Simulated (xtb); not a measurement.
C$_{6}$H$_{17}$N$_{2}$Si, doublet, at a GFN2-xTB geometry. Base run: xtb with GFN0-xTB.

Geometry (Å):
```xyz
26

C      0.2537     1.5364     1.6234
Si     0.1018     0.5772     0.0518
C      0.2639     1.7262    -1.4600
N     -1.4167    -0.2768    -0.1192
C     -2.5940     0.3754    -0.6206
C     -1.7336    -1.3614     0.7718
N      1.2598    -0.7124     0.1014
C      2.5552    -0.5111     0.6915
C      1.2717    -1.7493    -0.8991
H      0.0093     2.5834     1.6758
H      0.2983     1.0503     2.5835
H     -0.3586     2.6102    -1.3719
H     -0.0017     1.2210    -2.3838
H      1.2904     2.0653    -1.5566
H     -3.2205    -0.3477    -1.1525
H     -2.3139     1.1679    -1.3063
H     -3.1962     0.8091     0.1884
H     -0.8133    -1.7974     1.1464
H     -2.3032    -2.1283     0.2373
H     -2.3387    -1.0234     1.6220
H      2.4852     0.2585     1.4551
H      3.3006    -0.1961    -0.0509
H      2.9070    -1.4416     1.1483
H      1.5772    -2.6992    -0.4474
H      1.9735    -1.5221    -1.7125
H      0.2759    -1.8625    -1.3175
```
Charge 0, spin multiplicity 2.
All else is at xtb's defaults.
Base energy -29.81535 Eh.

The base run was repeated with changes; each row names its change, and settings that it needs were set with it.

| change | ΔE vs base (kcal/mol) |
|---|---|
| base | 0.000 |
| acc = 0.1 | 0.000 |
| etemp = 3000 | -2.52 |
| etemp = 5000 | -8.53 |
| file = coord | 0.000 |
